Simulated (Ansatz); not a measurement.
Computed with Ansatz on PBE0-D4/def2-TZVP structures; ΔE is electronic, products minus reactants. CBS: MP2 limit from def2 TZ/QZ plus the TZ coupled-cluster correction, frozen cores. Each species was taken in one conformer, which may not be the lowest.

Reaction (formal exchange of groups at the Si–C bond): `NC(S)[SiH2]Cl` + `CCC` → `CC(C)[SiH2]Cl` + `NCS`

`NC(S)[SiH2]Cl`:

Z-matrix (Å, degrees):
```
C
S 1 1.805
Si 1 1.897 2 105.4
N 1 1.453 2 111.5 3 -126.8
H 1 1.095 2 107.9 3 114.1
H 2 1.345 1 97.1 3 -165.8
Cl 3 2.063 1 106.7 2 -171.1
H 3 1.483 1 110.4 2 -54.4
H 3 1.481 1 112.8 2 70.9
H 4 1.014 1 110.4 2 55.4
H 4 1.015 1 110.5 2 174.7
```

`CCC`:

Cartesian coordinates in Å:
```
C 0.277 0.634 -1.083
C 0.410 0.253 0.382
C -0.580 -0.821 0.800
H -0.725 1.016 -1.300
H 0.445 -0.231 -1.731
H 0.996 1.407 -1.366
H 1.430 -0.094 0.578
H 0.269 1.142 1.005
H -0.471 -1.083 1.855
H -0.440 -1.734 0.214
H -1.610 -0.488 0.645
```

`CC(C)[SiH2]Cl`:

Cartesian coordinates in Å:
```
C 1.031 0.239 1.097
C 0.319 -0.341 -0.122
C -0.854 -1.231 0.279
Si -0.205 0.997 -1.321
Cl -1.572 2.250 -0.412
H 1.901 0.838 0.818
H 0.358 0.879 1.675
H 1.374 -0.560 1.760
H 1.039 -0.947 -0.693
H -1.613 -0.658 0.820
H -1.339 -1.688 -0.587
H -0.519 -2.037 0.939
H 0.948 1.836 -1.736
H -0.868 0.423 -2.519
```

`NCS`:

Z-matrix (Å, degrees):
```
C
S 1 1.811
N 1 1.444 2 112.7
H 1 1.097 2 107.3 3 -128.3
H 1 1.092 2 104.7 3 117.9
H 2 1.342 1 96.7 3 83.9
H 3 1.012 1 111.0 2 -65.0
H 3 1.014 1 110.4 2 175.5
```

```json
{"species": "`NC(S)[SiH2]Cl`", "CCSD(T)/CBS(def2) energy (Eh)": "-1243.03776"}
{"species": "`CCC`", "CCSD(T)/CBS(def2) energy (Eh)": "-118.98051"}
{"species": "`CC(C)[SiH2]Cl`", "CCSD(T)/CBS(def2) energy (Eh)": "-868.49382"}
{"species": "`NCS`", "CCSD(T)/CBS(def2) energy (Eh)": "-493.52417"}
```

**Question.** Work out ΔE.

**Answer.** ΔE = (-868.49382) + (-493.52417) − (-1243.03776) − (-118.98051) = 0.00028 Eh = +0.2 kcal/mol.

Largest T1 diagnostic among the species: 0.011.

Leaving LDA and LC-ωPBE aside and taking each functional with its dispersion term where it has one, the values, not all of them listed here, spread over 1.1 kcal/mol, from ωB97X-V to PBE-D4. From BLYP to BHLYP (50 % exact exchange), in def2-TZVPP and without D4, ΔE moves by −1.1 kcal/mol.
